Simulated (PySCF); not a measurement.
**ECD: `C=C[C@@]1(B(Cl)Cl)C[C@@H]1F`, C$_{5}$H$_{6}$BCl$_{2}$F**

Cartesian coordinates in Å; atom numbers follow the order of the lines, from 1:
```xyz
15

C     2.146   -0.538   -0.103
C     1.131   -0.138    0.641
C    -0.218    0.229    0.107
B    -0.581    1.759    0.147
Cl   -1.902    2.392   -0.745
Cl    0.382    2.841    1.074
C    -0.807   -0.648   -0.992
C    -1.305   -0.800    0.393
F    -2.559   -0.378    0.700
H     2.067   -0.635   -1.173
H     3.102   -0.776    0.329
H     1.243   -0.029    1.711
H    -1.460   -0.169   -1.705
H    -0.192   -1.436   -1.395
H    -1.050   -1.667    0.989
```

Level of theory: TDDFT PBE0/def2-SVPD circular dichroism and optical rotation, one conformer, gas phase (PySCF 2.14.0). Geometry: GFN2-xTB.

The molecule is flexible and this is one conformer; a measurement averages over conformers.

Question: Assign R or S to each stereocentre.

Answer: C3 R, C8 S.

Question: Which excitations and rotatory strengths does the calculation give?

Answer: Rotatory strengths R in 10⁻⁴⁰ esu² cm², velocity form and length form (origin at the centre of mass); f in length form.
| state | E (eV) | λ (nm) | f | R (velocity) | R (length) | main |
| --- | --- | --- | --- | --- | --- | --- |
| 1 | 5.13 | 242 | 0.009 | -1.7 | -1.8 | HOMO→LUMO 0.98 |
| 2 | 5.94 | 209 | 0.0005 | +4.6 | +4.3 | HOMO−2→LUMO 0.66, HOMO−1→LUMO 0.24 |
| 3 | 6.32 | 196 | 0.119 | +19.2 | +19.4 | HOMO−1→LUMO 0.51, HOMO−3→LUMO 0.21 |
| 4 | 6.36 | 195 | 0.023 | +38.5 | +37.9 | HOMO−3→LUMO 0.69, HOMO−1→LUMO 0.17 |
| 5 | 6.63 | 187 | 0.012 | -30.9 | -31.3 | HOMO−4→LUMO 0.78 |
| 6 | 6.76 | 183 | 0.162 | -62.2 | -64.3 | HOMO→LUMO+1 0.81, HOMO−1→LUMO+1 0.12 |
| 7 | 7.09 | 175 | 0.022 | -36.8 | -35.6 | HOMO→LUMO+2 0.86 |
| 8 | 7.14 | 174 | 0.128 | -9.9 | -9.8 | HOMO−5→LUMO 0.88 |

Among the states computed, the strongest CD band (largest |R|) is state 6. The largest dissymmetry factor in size, g = 4R/(D+G), with D and G the electric and magnetic dipole strengths, is +0.09 for state 2 (velocity form, f = 0.0005), among bands with |R| over 0.5. The mirror image has the same energies and oscillator strengths and all R with the opposite sign.
